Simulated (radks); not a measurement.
Results of a calculation; reference values are marked as such.
Question: P III, configuration [He] 2s2 2p4 3s2 3p1 4f2 (not the ground configuration). Code: a radial shooting solver on a logarithmic mesh with Libxc functionals. Model: scalar-relativistic Kohn-Sham, PBE, spin-polarised, spherical densities, point nucleus; open shells are filled with parallel spins first. Some entries of the table are withheld. Estimate them.

| orbital | occ. | eigenvalue (eV) | <r^2> (bohr^2) |
|---|---|---|---|
| 1s up | 1 | -2201.764 | 0.01443 |
| 1s down | 1 | -2197.439 | 0.01437 |
| 2s up | 1 | -263.6960 | 0.2859 |
| 2s down | 1 | -255.5799 | 0.2913 |
| 2p up | 3 | -218.3832 | 0.2445 |
| 2p down | 1 | -209.1550 | 0.2518 |
| 3s up | 1 | (1) | 2.383 |
| 3s down | 1 | (2) | 2.441 |
| 3p up | 1 | -45.2911 | 2.660 |
| 3p down | 0 | -42.4874 | 2.758 |
| 3d up | 0 | -28.8703 | 3.086 |
| 3d down | 0 | -26.4613 | 3.247 |
| 4s up | 0 | (3) | 13.11 |
| 4p up | 0 | -15.1742 | 15.73 |
| 4f up | 2 | -7.7847 | 23.61 |

Answer: 
(1) 3s up eigenvalue (eV): -56.8185
(2) 3s down eigenvalue (eV): -53.9771
(3) 4s up eigenvalue (eV): -18.3375
